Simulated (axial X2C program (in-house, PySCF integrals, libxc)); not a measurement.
# CdB: bond constants with and without spin–orbit coupling

Calculated with an in-house relativistic program for diatomic molecules. Spin-free means the one-electron spin-free X2C Hamiltonian; two-component (2c) means X2C with spin–orbit coupling and atomic mean-field two-electron Coulomb and Gaunt terms, so the difference of the two also holds small scalar two-electron terms. Basis: Cd dyall-cv3z [12s12p8d5f3g], B dyall-v3z [7s6p2d1f] (cores contracted in-house); Gaussian nuclei, density fitting, unrestricted open shells. Masses: Cd 113.903 u, B 11.009 u.

State, spin-free: M_S = 1/2, Λ = 1 (beyond evenly filled blocks: π+α); electrons by block: σα: 12, σβ: 12, π+α: 6, π+β: 5, π-α: 5, π-β: 5, δ+α: 2, δ+β: 2, δ-α: 2, δ-β: 2. Fragments: Cd + B.

State, 2c: Ω = 1/2 (⟨Sz⟩ = -0.50, ⟨Lz⟩ = 1.00 at PBE0); electrons by block: 1/2: 18, -1/2: 17, 3/2: 7, -3/2: 7, 5/2: 2, -5/2: 2. Fragments: Cd + B.

```tsv
Hamiltonian	level	Re (Å)	ωe (cm⁻¹)	ωexe (cm⁻¹)	αe (cm⁻¹)	De (eV)	D0 (eV)	k (mdyn/Å)	μ (D)
spin-free	PBE0	2.407	278.5	4.64	0.00529	0.389	0.372	0.459	-1.95
spin-free	CCSD(T)	2.446	233.9	6.31	0.00798	0.249	0.235	0.324	n/a
spin-free	PW91	2.355	309.5	4.12	0.0047	0.534	0.515	0.567	-1.88
spin-free	BLYP	2.421	265.3	4.68	0.0055	0.268	0.252	0.416	-1.70
spin-free	r2SCAN	2.347	315.3	4.32	0.00476	0.335	0.316	0.588	-1.80
2c	PBE0	2.398	282.3	4.67	0.00528	0.400	0.383	0.471	-1.94
2c	CCSD(T)	2.437	236.2	8.24	n/a	0.252	0.238	0.33	n/a
2c	PW91	2.347	313.6	4.12	0.00468	0.550	0.531	0.582	-1.86
2c	BLYP	2.410	269.9	4.68	0.00547	0.283	0.266	0.431	-1.68
2c	r2SCAN	2.339	319.2	4.32	0.00473	0.351	0.331	0.603	-1.79
```

Correlated methods: 15 electrons correlated (number of frozen shells: Cd 4 s, 3 p, 1 d; B 1 s), 253 virtual spin orbitals or spinors in MP2, 140 natural virtuals in coupled cluster.

Dipoles are positive if B is the positive end.

One determinant describes the state; a PBE0 search over occupations chose it and may have missed a lower one. Dissociation energies refer to the lowest single-determinant-based atoms at the same level and basis. Density functionals use the spin component along the axis (collinear). Coupled cluster ran in a truncated set of natural virtual spinors; the MP2 energy of the rest was added. (T) has no such correction and the atoms are truncated less, which lowers De at CCSD(T) by a hundredth of an eV or more. The 2c atoms are single determinants rather than J levels; their spin–orbit lowering is only partly caught, and De is too large by that part. This holds for PBE0, PW91, BLYP, r2SCAN. Other states lie close and PBE0, whose exact exchange favours high spin, may order them wrongly; the determinant shown need not be the ground state. The nearest other spin-free determinant of the search, M_S = 1/2, Λ = 0, lies 0.47 eV up at the distance of the search. The functionals have no current-density term, which raises determinants with orbital currents, atoms included. The atomic limit has a lower orbital projection than the molecule and lies lower at mean-field level, so De may be about a tenth of an eV too small.

No reliable constants came from CCSD (2c), CCSD (spin-free), HF (2c), HF (spin-free), MP2 (2c), MP2 (spin-free): no minimum in range, unconverged points, a curve that is not smooth, a change of character along it, or the two Hamiltonians disagreeing along it.

Rough cost a point (2c) on 2 thread(s) of a shared host, integrals apart: PBE0 2.1 s, CCSD(T) 130 s, PW91 1.2 s, BLYP 1 s, r2SCAN 2.2 s.
